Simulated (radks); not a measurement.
Results of a calculation; reference values are marked as such.
Question: Ionisation of the technetium ion Tc33+, [Ne], to Tc34+, [He] 2s2 2p5, under several functionals. Scalar-relativistic Kohn-Sham, spin-polarised, spherical densities, point nucleus; open shells are filled with parallel spins first (spin-orbit coupling, left out, can overturn this in heavy ions); a radial shooting solver on a logarithmic mesh with Libxc functionals. Known Delta-SCF values: LDA (Slater exchange, Perdew-Zunger correlation) 4540.5 eV; BLYP 4543.6 eV; OLYP 4547.2 eV. What does SOGGA give, and what is its highest occupied eigenvalue?

Answer: 4541.1 eV by Delta-SCF; the 2p eigenvalue is -4455.4 eV. NIST: 4505 eV (semi-empirical).
